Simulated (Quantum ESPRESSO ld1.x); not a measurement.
The numbers below are computed, except where a source is named.
All-electron atom: Xe4+ in [Kr] 4d10 5s2 5p2 (the NIST ground configuration). Level of theory: scalar-relativistic Kohn-Sham, LDA (Slater exchange, Perdew-Zunger correlation), spin-polarised, spherical densities, point nucleus; open shells are filled with parallel spins first (ld1.x of Quantum ESPRESSO 7.5).

Unscreened Slater integrals over Kohn-Sham orbitals (hartree). They are taken over the spin-up orbitals.

\begin{tabular}{lr}
integral & value \\ \hline
F0(5p,5p) & 0.46551 \\
F2(5p,5p) & 0.25437 \\
F0(5p,5s) & 0.49233 \\
G1(5p,5s) & 0.33281 \\
F0(5p,4d) & 0.57458 \\
F2(5p,4d) & 0.17267 \\
G1(5p,4d) & 0.054261 \\
G3(5p,4d) & 0.051663 \\
F0(5p,4p) & 0.58411 \\
F2(5p,4p) & 0.15271 \\
G0(5p,4p) & 0.031137 \\
G2(5p,4p) & 0.040230 \\
F0(5s,5s) & 0.52650 \\
F0(5s,4d) & 0.63775 \\
G2(5s,4d) & 0.080249 \\
F0(5s,4p) & 0.65013 \\
G1(5s,4p) & 0.049967 \\
F0(4d,4d) & 1.0344 \\
F2(4d,4d) & 0.52437 \\
F4(4d,4d) & 0.34871 \\
F0(4d,4p) & 1.0982 \\
F2(4d,4p) & 0.55949 \\
G1(4d,4p) & 0.71248 \\
G3(4d,4p) & 0.44235 \\
F0(4p,4p) & 1.1760 \\
F2(4p,4p) & 0.61667 \\
\end{tabular}

Derived for the open shells (J is the average intra-shell exchange parameter used in DFT+U). 5p: J = F2/5 = 0.05087 hartree.
